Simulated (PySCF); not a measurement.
**Arsenic: a sound run and one with changed settings**

Sound run: As [Ar] 3d10 4s2 4p3, As⁺ [Ar] 3d10 4s2 4p2. All numbers are calculated (PySCF 2.14, scalar relativity through the core potential, in cc-pVTZ-PP with ECP10MDF (5s4p3d1f, 39 functions)). The sound run starts from symmetry-adapted Hartree-Fock orbitals and uses a fine grid where one is needed.

Changed run: radial step 0.5 in ln r (0.13 in the sound run). This setting is unsound on purpose.

```csv
species,method,sound run (hartree),changed run (hartree),converged
As,UHF,-331.21015,-331.21015,yes
As,r2SCAN,-332.30153,-332.30991,yes
As,M06-L,-332.44829,-332.40209,yes
As⁺,UHF,-330.86383,-330.86383,yes
As⁺,r2SCAN,-331.93134,-331.93934,yes
As⁺,M06-L,-332.09623,-332.04305,yes
```

Ionisation energy of As:

| method | sound run (eV) | changed run (eV) |
| --- | --- | --- |
| UHF | 9.424 | 9.424 |
| r2SCAN | 10.073 | 10.084 |
| M06-L | 9.580 | 9.770 |

A coarse radial grid mis-integrates the density and the exchange-correlation energy, with errors of either sign; Hartree-Fock needs no grid.

For comparison, NIST gives 9.789 eV between the lowest levels.
